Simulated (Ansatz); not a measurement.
Consider the formal exchange of groups at a B–C bond: `CB(S)CF` + `CC1CO1` → `CB(C)S` + `FCC1CO1`.

Program: Ansatz. Geometries: PBE0-D4/def2-TZVP. ΔE: electronic, gas phase. CCSD(T)/CBS adds triple-zeta CCSD(T) − MP2 to the extrapolated MP2 energy (def2 sets, frozen cores). DFT in def2-TZVPP. Each species was taken in one conformer, which may not be the lowest.

`CB(S)CF`:

Cartesian coordinates in Å:
```
C -0.512 1.086 0.977
B 0.101 -0.180 0.311
S 0.788 -1.468 1.351
C 0.136 -0.359 -1.253
F -0.439 0.709 -1.932
H -1.554 1.195 0.658
H -0.474 1.098 2.067
H -0.004 1.979 0.595
H 1.182 -2.326 0.392
H -0.394 -1.271 -1.557
H 1.169 -0.462 -1.610
```

`CC1CO1`:

Z-matrix (Å, degrees):
```
C
C 1 1.495
H 1 1.091 2 110.5
H 1 1.093 2 110.6 3 120.4
H 1 1.093 2 110.7 3 -120.0
C 2 1.459 1 122.2 3 -25.4
O 2 1.420 1 116.7 3 43.2
H 2 1.090 1 115.7 3 -179.5
H 6 1.087 2 120.1 1 -152.8
H 6 1.088 2 119.0 1 0.2
```

`CB(C)S`:

Cartesian coordinates in Å:
```
C 0.996 -0.335 -0.826
B -0.326 0.073 -0.089
C -0.376 0.222 1.471
S -1.850 0.416 -0.975
H 1.534 -1.114 -0.277
H 1.663 0.536 -0.837
H 0.869 -0.660 -1.860
H -1.298 0.651 1.867
H -0.249 -0.769 1.924
H 0.468 0.821 1.829
H -1.431 0.160 -2.226
```

`FCC1CO1`:

Z-matrix (Å, degrees):
```
C
C 1 1.497
F 1 1.382 2 109.6
H 1 1.094 2 111.0 3 -119.1
H 1 1.094 2 110.1 3 119.8
O 2 1.416 1 114.7 3 -161.6
C 2 1.457 1 120.8 3 -94.1
H 2 1.089 1 115.7 3 60.9
H 7 1.087 2 119.2 1 1.5
H 7 1.086 2 119.4 1 154.5
```

```
             level  ΔE (kJ/mol)  difference from CCSD(T)/CBS
            PBE-D4         -7.7                          3.2
           PBE0-D4         -9.3                          1.6
           ωB97X-V         -9.4                          1.5
           ωB97M-V         -9.5                          1.4
            B2PLYP         -9.9                          1.0
            r2SCAN         -8.9                          2.0
     HF/def2-TZVPP        -12.6                         -1.7
SCS-MP2/def2-TZVPP        -11.7                         -0.8
      HF/CBS(def2)        -12.5                         -1.6
    CCSD/CBS(def2)        -10.9                          0.0
       CCSD(T)/CBS        -10.9                            0
```

Largest T1 diagnostic among the species: 0.012.
